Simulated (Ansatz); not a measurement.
A nudged elastic band was laid between two geometries of C$_{2}$H$_{11}$BSi$_{2}$ (16 atoms, charge 0, multiplicity 1).

Level of theory: Ansatz 0.2.0, RKS PBE0-D4/def2-SVP.

```
movable images  : 8
climbing image  : no
spring          : 5.0 eV/Å²
optimiser       : quadratic models (default)
start path      : through a guess of the saddle point
force threshold : 0.03 eV/Å
iteration limit : 21
end points      : relaxed
```

First end point:

```xyz
16
Properties=species:S:1:pos:R:3
C -0.254 -2.643 -0.587
B 0.459 -1.604 0.332
Si 1.468 -0.007 -0.351
Si -0.164 1.689 -0.523
C -0.924 2.063 1.162
H -1.336 -2.406 -0.522
H 0.027 -2.633 -1.649
H -0.172 -3.668 -0.188
H 0.285 -1.691 1.531
H 2.528 0.495 0.585
H 2.080 -0.201 -1.707
H 0.451 2.928 -1.100
H -1.229 1.233 -1.475
H -1.415 1.170 1.579
H -0.150 2.389 1.874
H -1.677 2.863 1.083
```

Last end point:

```xyz
16
Properties=species:S:1:pos:R:3
C -0.436 -2.329 0.141
B 0.889 -1.541 0.369
Si 1.449 -0.002 -0.792
Si 0.376 1.859 0.187
C -1.496 1.623 0.162
H -0.942 -2.625 1.074
H -1.157 -1.884 -0.559
H -0.095 -3.283 -0.315
H 1.591 -1.847 1.311
H 2.922 0.264 -0.846
H 0.926 -0.100 -2.196
H 0.852 2.020 1.599
H 0.750 3.104 -0.558
H -1.857 1.492 -0.870
H -1.788 0.733 0.740
H -2.007 2.496 0.596
```

**Question.** Which bonds break or form, and what moves?

**Answer.** No bond is made or broken. The dihedral H11–Si3–Si4–H12 goes from -55 to -180°.

**Question.** What energy profile does the band end with?

**Answer.** The forces met the threshold. The highest image is number 4 of 0 to 9, 0.9 kcal/mol above the first end and 1.1 kcal/mol above the last; the last end lies 0.2 kcal/mol below the first. No image climbed, so the highest image needn't sit at the top of the path.

| image | path coordinate (Å) | energy (kcal/mol) | dihedral H11–Si3–Si4–H12 (°) |
| --- | --- | --- | --- |
| 0 | 0.00 | 0.0 | -55 |
| 1 | 0.89 | 0.1 | -66 |
| 2 | 1.78 | 0.4 | -80 |
| 3 | 2.67 | 0.7 | -95 |
| 4 | 3.56 | 0.9 | -111 |
| 5 | 4.45 | 0.8 | -127 |
| 6 | 5.34 | 0.6 | -143 |
| 7 | 6.23 | 0.2 | -157 |
| 8 | 7.12 | -0.1 | -168 |
| 9 | 8.00 | -0.2 | -180 |

**Question.** What is the geometry of the highest image?

**Answer.** 
```xyz
16
Properties=species:S:1:pos:R:3
C -0.441 -2.362 -0.124
B 0.650 -1.391 0.426
Si 1.591 -0.001 -0.670
Si 0.146 1.869 -0.444
C -1.238 1.527 0.796
H -1.376 -2.244 0.455
H -0.665 -2.291 -1.198
H -0.113 -3.395 0.100
H 0.872 -1.410 1.621
H 2.947 0.385 -0.161
H 1.705 -0.328 -2.129
H 0.935 3.062 -0.002
H -0.454 2.188 -1.779
H -1.854 0.675 0.469
H -0.829 1.293 1.791
H -1.897 2.403 0.894
```

The band took 15 iterations and roughly 17 core-minutes.

The run took 8.6 min on 2 threads of Arm Neoverse V2 (shared host), peak memory 0.33 GiB.
